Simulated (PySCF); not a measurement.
C6H5NO3 (charge +1 and doublet state).
Z-matrix (Å and degrees, GFN2-xTB geometry), rows numbered from 1:
```
C 
C   1  1.3478
C   2  1.4344  1  149.76
N   3  1.3115  2  149.73  1     0.12
C   4  1.4266  3  121.04  2     0.07
O   5  1.1835  4  121.71  3     0.03
C   3  1.3900  2   60.05  1  -179.90
O   7  1.2951  2  152.74  3  -179.83
C   8  1.3976  7  117.10  2   179.54
O   9  1.1817  8  122.14  7    -0.04
H   1  1.0794  2  119.77  3    -0.08
H   1  1.0781  2  121.20  3   179.95
H   4  1.0215  3  118.45  2  -179.89
H   5  1.0959  4  111.23  3  -179.98
H   9  1.0925  8  108.42  7  -179.93
```

The hyperfine couplings belong to this conformer and change with its torsions.

As a line formula: `[CH2+][C]1C(NC=O)=C1OC=O` [radical] (charge +1).

The calculation used UKS B3LYP, pcH-1 on C H N O, non-relativistic, mean-field spin-orbit, GIAO in PySCF. Geometry: GFN2-xTB, one conformer, isolated ion. A GFN2-xTB geometry isn't a minimum of the functional, and hyperfine couplings can be far from their values at a DFT geometry, by a factor of two or more for some ions and for spin on atoms past the first row. No stability test was run, so a lower SCF solution isn't excluded.

(1) Match the computed a_iso(13C) values +56.5, -42.8, +24.9, +4.6, -3.7 MHz with the sites C1; C2; C3; C5; C7.

Answers

(1) 
| site | a_iso (MHz) | ρ(0) (bohr⁻³) | position | distance from C1 (Å) | spin population | largest \|T\| (MHz) |
| --- | --- | --- | --- | --- | --- | --- |
| C1 | +56.5 | +0.0502 | largest spin population | 0.00 | +0.73 | 113.9 |
| C2 | -42.8 | -0.0380 | 1 bond from C1 | 1.35 | -0.11 | 10.8 |
| C3 | +4.6 | +0.0041 | 2 bonds from C1 | 2.69 | +0.10 | 17.9 |
| C5 | -3.7 | -0.0033 | 4 bonds from C1 | 4.01 | -0.01 | 2.1 |
| C7 | +24.9 | +0.0222 | 2 bonds from C1 | 2.68 | +0.21 | 39.9 |

ρ(0) is the spin density at the nucleus and T the dipolar tensor. The largest Mulliken spin populations are on C1 (+0.73), C7 (+0.21), C2 (-0.11) and C3 (+0.10). The positive populations add up to 1.19 and the negative ones to -0.19, together 2S = 1. The angles at C1 add up to 360.0°, so it is planar; its axial dipolar tensor and the negative couplings of its protons fit spin in a p orbital normal to that plane.

β density exceeds α density at some nuclei, such as C2 (-0.0380), H11 (-0.0106) and H12 (-0.0105), spin density in bohr⁻³. In a single determinant that takes different orbitals for the two spins, that is spin polarisation.

H11 and H12 aren't averaged: C1 is flat or nearly so (angle sum 360°), and its turn about the short C1–C2 bond (1.35 Å) is taken as slow.

The SMILES `[CH2+][C]1C(NC=O)=C1OC=O` draws the unpaired electron on C2, whose computed spin population is only -0.11.
